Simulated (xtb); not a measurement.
Sb(Br)2(OH) (Br₂HOSb), SMILES [OH][Sb]([Br])[Br]. All values are semi-empirical tight-binding results from xtb (GFN2-xTB unless named), good for trends rather than for accurate numbers. Coordinates come from a GFN2-xTB optimisation. The structure was generated by enumeration; whether it is a known compound was not checked. Other conformers were not sampled.

For metal compounds this method's bond lengths and energies can be far off.

Estimate the properties. (An estimate is asked for; the answer gives what the named calculation found.)


```json
{
 "point_group_as_xtb_finds_it": "Cs",
 "orbital_gap": "4.16 eV",
 "zero_point_energy": "8.5 kcal/mol",
 "G − E(el) at 298.15 K (modified RRHO)": "-13.2 kcal/mol"
}
```
